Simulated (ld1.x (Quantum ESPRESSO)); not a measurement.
## Before and after: TM potential for titanium (Ti)

titanium (Ti), norm-conserving Troullier–Martins (Kleinman–Bylander form), made with ld1.x (Quantum ESPRESSO) 7.5 (PBE, fully relativistic). Core [Ne] 3s2, reference 3p6 3d2 4s2 4p0. Waves: 4s (bound): rc 2.05 bohr; 3p (bound): rc 1.15 bohr; 3d (bound): rc 2.30 bohr. Local part: all-electron potential smoothed inside 0.90 bohr (lloc = -1). Core correction: none.

Open shells are filled in proportion to 2j + 1 (rel_dist='average').

Change: wave 4s (bound): rc 2.05 bohr becomes 4s (bound): rc 3.10 bohr.

Cutoffs: the cutoffs (Ry, on a coarse ladder) from which the occupation-weighted sum of valence levels, in a spherical-Bessel basis at the reference potential, stays within 10 and 1 mRy of its value at 400 Ry; they do not see the model core or the augmentation charge, which bear on the density cutoff. Errors are all-electron minus pseudo energies relative to the spin-unpolarised reference configuration.

What does the change do?

The potential gets neither clearly harder nor softer (80 Ry and 100 Ry → 70 Ry and 100 Ry); both files keep a bound ghost (s); the number of tests that count goes from 7 to 6; of the 6 tests that both files solve, the error grows in 1 and shrinks in 4 by more than 15 % and 0.3 meV (median size 21.4 → 7.2 meV).

```tsv
quantity	base	changed
cutoff, loose	80 Ry	70 Ry
cutoff, tight	100 Ry	100 Ry
loose cutoff by channel (10 mRy a level)	s 15 Ry, p 35 Ry, d 40 Ry	s 6 Ry, p 35 Ry, d 40 Ry
bound ghosts	s	s
tests counted (converged, no solver errors)	7 of 7	6 of 7
error for 3p6 3d2 4s0 4p0, meV [ΔE 20.92 eV]	+22	+7.6
error for 3p6 3d1 4s0 4p0, meV [ΔE 47.87 eV]	+200	+233
error for 3p6 3d2 4s1.5 4p0, meV [ΔE 2.94 eV]	+1.1	+0.6
error for 3p6 3d1 4s2 4p1, meV [ΔE 4.67 eV]	+187	+162
error for 3p6 3d2 4s1 4p1, meV [ΔE 3.08 eV]	+9.4	+6.8
error for 3p6 3d3 4s1 4p0, meV [ΔE 1.11 eV]	+21	+5.4
```

Changed file: Tests not counted: 3p6 3d2 4s1 4p0 (pseudo-atom not self-consistent, printed error +2.7 meV). These tests converged, but a pseudo level misses the all-electron one widely, so the file describes the atom poorly there or has found another state: 3p6 3d1 4s0 4p0: empty 4s by 5.5 eV (a node warning on the way). ld1.x printed “convergence not achieved” for 3 of the counted tests; their residual had stalled under 1e-8, short of the target of 1e-14. A true bound ghost makes a file unfit for plane-wave use even where its test errors are small: the radial tests pick states by their node count and pass the ghost by.
